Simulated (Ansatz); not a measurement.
CH₅AlFNO at its PBE0-D4/def2-TZVP geometry, where that method's forces vanish. The species carries charge 0 and has multiplicity 1. The bonds changed during the relaxation, so this is another structure than the one it started from.

```xyz
10

N     0.6826    0.8045   -1.4088
C    -0.3880    0.4527   -0.7719
O    -0.9488   -1.7595    1.3394
F    -1.4680    0.6240   -1.4942
Al   -0.1957   -0.2142    1.2295
H     1.5539    0.6853   -0.9047
H     0.6762    1.1864   -2.3475
H    -0.4519   -2.5639    1.2085
H     1.4298   -0.1916    1.1159
H    -0.8902    0.9762    2.0337
```

Task: What forces (eV/Å) does ωB97M-V/def2-TZVPP give on these atoms in Ansatz? (An estimate is asked.)

Result: The calculation gave: 
```
N1   0.161  0.053 -0.087
C2   0.111 -0.053  0.120
O3   0.025 -0.067 -0.017
F4  -0.207  0.051 -0.169
Al5  0.059  0.151  0.206
H6  -0.037  0.014 -0.044
H7  -0.021 -0.032  0.058
H8  -0.038  0.004  0.011
H9  -0.115  0.001 -0.006
H10  0.062 -0.122 -0.073
```
